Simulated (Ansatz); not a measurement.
`C[CH](C)[Ga]([SH])[SH]` + H₂ → `[SH][GaH][SH]` + `CCC`  (hydrogenolysis of a Ga–C bond)

Program: Ansatz. Geometries: PBE0-D4/def2-TZVP. ΔE: electronic, gas phase. CCSD(T)/CBS adds triple-zeta CCSD(T) − MP2 to the extrapolated MP2 energy (def2 sets, frozen cores). This one scheme is used for every species. DFT in def2-TZVPP. HSE06 is defined as in plane-wave codes. For Ga outer-core shells are correlated without core-valence functions, which leaves a few kJ/mol of doubt a bond. Scalar relativity is left out up to krypton. One conformer a species, not always the lowest.

`C[CH](C)[Ga]([SH])[SH]`:

Cartesian coordinates in Å:
```
C -0.873 0.570 1.447
C 0.306 0.017 0.651
C 0.367 -1.502 0.703
Ga 0.277 0.710 -1.204
S 0.421 -0.553 -3.011
S 0.067 2.874 -1.588
H -0.814 0.251 2.494
H -1.828 0.209 1.055
H -0.906 1.662 1.437
H 1.231 0.422 1.079
H -0.521 -1.957 0.254
H 0.418 -1.854 1.739
H 1.242 -1.900 0.181
H 0.506 -1.698 -2.313
H 0.106 2.749 -2.924
```

H₂:

Cartesian coordinates in Å:
```
H -0.158 0.075 0.329
H 0.158 -0.075 -0.329
```

`[SH][GaH][SH]`:

```xyz
6

S     0.544    1.818    0.287
Ga    0.766   -0.283   -0.316
S    -0.921   -1.679   -0.132
H    -0.739    1.702    0.667
H     2.125   -0.785   -0.876
H    -1.776   -0.773    0.370
```

`CCC`:

Z-matrix (Å, degrees):
```
C
C 1 1.519
H 1 1.094 2 111.1
H 1 1.094 2 111.1 3 119.5
H 1 1.093 2 111.7 3 -120.3
C 2 1.519 1 112.7 3 -59.7
H 2 1.095 1 109.5 3 178.2
H 2 1.095 1 109.5 3 62.4
H 6 1.094 2 111.0 1 59.7
H 6 1.093 2 111.7 1 -180.0
H 6 1.094 2 111.1 1 -59.7
```

| level | ΔE (kJ/mol) | difference from CCSD(T)/CBS |
| --- | --- | --- |
| BLYP-D4 | -30.5 | -1.2 |
| PBE0-D4 | -38.3 | -9.0 |
| HSE06-D4 | -38.4 | -9.1 |
| ωB97M-V | -40.2 | -10.9 |
| B2PLYP | -45.7 | -16.4 |
| revPBE | -49.7 | -20.4 |
| BLYP | -54.5 | -25.2 |
| r2SCAN | -40.7 | -11.4 |
| HF/def2-SVP | -81.3 | -52.0 |
| HF/CBS(def2) | -79.3 | -50.0 |
| CCSD(T)/CBS | -29.3 | 0 |

Largest T1 diagnostic among the species: 0.013.

In def2-TZVPP, CCSD(T) changes the Hartree–Fock value by +44.2 kJ/mol (the triples alone add +7.8 kJ/mol) and MP2 by +54.3 kJ/mol. From PBE to PBE0 (25 % exact exchange), in def2-TZVPP and without D4, ΔE moves by −5.0 kJ/mol. At CCSD(T), def2-SVP lies −17.5 kJ/mol from the extrapolated value and def2-TZVPP −4.6 kJ/mol.
